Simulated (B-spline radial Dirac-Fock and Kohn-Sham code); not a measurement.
## Relativistic shifts of the levels of Pr²⁶⁺

System: praseodymium as Pr²⁶⁺, configuration [Ar] 3d10 4s2 4p3.

Both columns are ΔSCF binding energies of the configuration average from a radial finite-basis atomic code: non-relativistic Hartree-Fock with a point nucleus, and Dirac-Fock with a finite nucleus and the Coulomb interaction alone, averaged over the two j levels with weights 2j+1.

```
shell  Hartree-Fock (eV)  Dirac-Fock (eV)  shift (eV)  shift (%)
   1s            40931.6          43037.4    +2105.78      +5.14
   2s             7190.8           7728.1     +537.27      +7.47
   3s             2207.4           2335.1     +127.68      +5.78
   3d             1776.1           1767.3       -8.75      -0.49
   4s              973.8           1012.5      +38.71      +3.98
   4p              914.3            929.0      +14.65      +1.60
```

Relativity binds 1s, 2s, 3s, 4s, 4p more strongly, among those listed most of all 2s in relative terms, and 3d more weakly, because the contracted s and p shells screen the nucleus better.

Values without a named source are computed, but for edge energies of neutral atoms, which are taken from tables.
